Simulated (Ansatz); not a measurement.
Frontier orbitals of `CCOBCl`.

The species carries charge 0 and has multiplicity 1. All single points use the PBE0-D4/def2-TZVP geometry. It is one conformer, not always the lowest. Basis def2-TZVPP, Ansatz 0.2.0.

| functional | HOMO (eV) | LUMO (eV) | gap (eV) |
| --- | --- | --- | --- |
| PBE | -7.29 | -1.24 | 6.05 |
| BLYP | -7.14 | -1.09 | 6.05 |
| B97M-V | -7.75 | -0.92 | 6.83 |
| PBE0 | -8.72 | -0.26 | 8.46 |
| r2SCANh | -8.16 | -0.55 | 7.61 |
| BHLYP | -10.03 | 0.75 | 10.78 |
| ωB97M-V | -11.03 | 1.67 | 12.70 |

From PBE to PBE0 the HOMO moves by −1.43 eV and the LUMO by +0.98 eV, and with ωB97M-V by −3.74 and +2.91 eV, so the gap grows from 6.05 to 12.70 eV with exact exchange. A positive LUMO is unbound and depends on the basis.
